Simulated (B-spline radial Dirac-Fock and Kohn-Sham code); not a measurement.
Nd⁶⁺: input and output of one calculation

ΔSCF core binding energies without Breit or QED terms, calculated with an atomic code on a B-spline grid. Keys: rel is the Hamiltonian (dirac, or spin-free x2c and nr, where L3 and M5 stand for the whole 2p and 3d shells), method is hf or an exchange,correlation pair (spin-unpolarised, also for the hole states), nuc the nuclear model, radius_factor scales its radius, rmax is the box in bohr, h the logarithmic mesh step, order the B-spline order, points the quadrature points per cell, c_factor scales the speed of light, and damp, ndamp, maxit and tol steer the iteration. The run stops when the commutator error falls below 10·tol·max(1, Z/10), or the numerical noise floor, and the energy has settled to about 1e-8 Ha; the virial ratio is −V/T.

Input (task.json):

```json
{"items": [{"Z": 60, "q": 6, "cfg": [[1, 0, 2], [2, 0, 2], [2, 1, 6], [3, 0, 2], [3, 1, 6], [3, 2, 10], [4, 0, 2], [4, 1, 6], [4, 2, 10], [4, 3, 2], [5, 0, 2], [5, 1, 4]], "A": 142, "rrms": 4.9123, "do": "settings", "holes": ["K", "L3", "M5"],
  "settings": [{"rel": "dirac", "method": "hf", "nuc": "fermi", "radius_factor": 1.0, "rmax": 45.0, "h": 0.9, "order": 8, "points": 10, "c_factor": 1.0, "maxit": 70, "damp": 0.5, "ndamp": 3, "tol": 1e-08}]}]}
```

Command: `python xray2_run.py task.json out`

Ground-state iterations:

```
iter   energy (Ha)        error
   1    -9461.67910919  6.35e+00
   2    -9495.79857517  1.05e+00
   3    -9496.95234221  4.10e-01
   4    -9497.19094431  1.70e-01
   5    -9497.25002369  4.36e-02
   6    -9497.25189031  2.22e-03
   7    -9497.25190445  2.81e-04
   8    -9497.25190467  1.87e-05
   9    -9497.25190467  6.44e-07
  10    -9497.25190467  2.65e-08
```

The ground state converged in 10 iterations, with total energy -9497.25190 Ha, virial ratio 1.90550 and highest orbital energy -97.59 eV. ΔSCF binding energies: K (1s) 44336.2 eV, L3 (2p3/2) 6557.1 eV, M5 (3d5/2) 1242.3 eV.

Question: One setting is unsound. Which, and why?

Answer: h is too large to resolve the orbitals. With the default settings (Dirac Hartree-Fock): The ground state converged in 10 iterations, with total energy -9617.03371 Ha, virial ratio 1.92732 and highest orbital energy -92.67 eV. ΔSCF binding energies: K (1s) 43837.7 eV, L3 (2p3/2) 6318.6 eV, M5 (3d5/2) 1077.3 eV.
